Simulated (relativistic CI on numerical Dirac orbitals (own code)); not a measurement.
# Ge⁵⁺: what numerical and physical settings do to a radial Dirac CI calculation

Reference input:

```
atom Ge  Z=32  charge=5  electrons=27
nucleus A=74  rms_radius_fm=4.0742
hamiltonian dirac-coulomb  breit=on  qed=on  c_scale=1
orbitals kli  potential=per-configuration
slater_scale 1
correlation none
mixing on
grid step=0.0125 r_max=24.8
scf mixing=0.4 start=green max_iterations=150 tolerance=2e-08 node_fill=0.05
configurations
  [Ar] 3d9
  [Ar] 3d8 4s
  [Ar] 3d8 4p
end
```

Computed lowest total energy -2089.00270 Ha, first excitation 4504.6 cm⁻¹, 35 SCF steps. Runs with settings changed; * marks those that are bad on purpose (the QED terms keep the true α when c is scaled):

```
                                 Changed        Outcome  Lowest level   ΔE (Ha)  First excitation (cm⁻¹)  SCF steps                                                                Message
                nuclear radius 3.6668 fm      converged    3d9 2D_5/2  -0.00229                   4504.6         35                                                                       
iteration limit 30, speed of light × 0.8      converged    3d9 2D_5/2     -12.4                   6976.0         36                                                                       
                   speed of light × 1.25      converged    3d9 2D_5/2      7.71                   2900.3         35                                                                       
     QED terms off, start potential bare      converged    3d9 2D_5/2    -0.638                   4488.0         48                                                                       
                  speed of light × 0.2 *  not converged                                                           1  SCF of 1s2 2s2 2p6 3s2 3p6 3d9 stopped: an orbital could not be found
                      SCF mixing 0.001 *      converged    3d9 2D_5/2  8.28e-11                   4504.6         55
```
